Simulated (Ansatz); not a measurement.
`F[Si]1(Cl)C[SiH2]1`, 9 atoms. The species carries charge 0 and has multiplicity 1. All runs use 4 threads of a server CPU on a shared host. Correlated methods freeze the cores.

(1) Give the basis size and wall time and peak host memory of each of these runs in Ansatz. RKS SPW92 (LDA)/def2-TZVPP energy; direct RPA on PBE orbitals/def2-TZVPP energy; RKS PBE0-D4/def2-TZVP frequencies; RKS PBE0-D4/def2-TZVP relaxation (8 steps); RKS LC-ωPBE/def2-TZVPP energy; RKS PBE0-D4/def2-QZVPP energy; RKS ωB97M-V/def2-SVP energy; RHF-MP2/def2-QZVPP energy; RKS ωB97X-V/def2-TZVPP energy; RKS r2SCANh-D4/def2-TZVPP energy; RKS ωB97M-V/def2-QZVPP energy; RHF-CCSD(T)/def2-SVP energy. (An estimate is asked.)

Results:

(1) Computed: Other jobs shared the machine, so times are rough.

```json
{"level": "RKS SPW92 (LDA)/def2-TZVPP", "job": "energy", "functions": "244", "wall time": "1.4 s", "peak host memory (GiB)": "0.34"}
{"level": "RKS LC-ωPBE/def2-TZVPP", "job": "energy", "functions": "244", "wall time": "2.7 s", "peak host memory (GiB)": "0.49"}
{"level": "RHF-CCSD(T)/def2-SVP", "job": "energy", "functions": "102", "wall time": "3.5 s", "peak host memory (GiB)": "0.39"}
{"level": "RKS ωB97M-V/def2-SVP", "job": "energy", "functions": "102", "wall time": "4.1 s", "peak host memory (GiB)": "0.33"}
{"level": "RKS r2SCANh-D4/def2-TZVPP", "job": "energy", "functions": "244", "wall time": "4.7 s", "peak host memory (GiB)": "0.71"}
{"level": "direct RPA on PBE orbitals/def2-TZVPP", "job": "energy", "functions": "244", "wall time": "6 s", "peak host memory (GiB)": "0.56"}
{"level": "RKS ωB97X-V/def2-TZVPP", "job": "energy", "functions": "244", "wall time": "6 s", "peak host memory (GiB)": "0.83"}
{"level": "RKS PBE0-D4/def2-QZVPP", "job": "energy", "functions": "444", "wall time": "8 s", "peak host memory (GiB)": "1.8"}
{"level": "RKS ωB97M-V/def2-QZVPP", "job": "energy", "functions": "444", "wall time": "16 s", "peak host memory (GiB)": "2.1"}
{"level": "RHF-MP2/def2-QZVPP", "job": "energy", "functions": "444", "wall time": "19 s", "peak host memory (GiB)": "2.4"}
{"level": "RKS PBE0-D4/def2-TZVP", "job": "relaxation (8 steps)", "functions": "197", "wall time": "30 s", "peak host memory (GiB)": "0.58"}
{"level": "RKS PBE0-D4/def2-TZVP", "job": "frequencies", "functions": "197", "wall time": "2.1 min", "peak host memory (GiB)": "0.58"}
```

LC-ωPBE has ω = 0.4 bohr⁻¹.
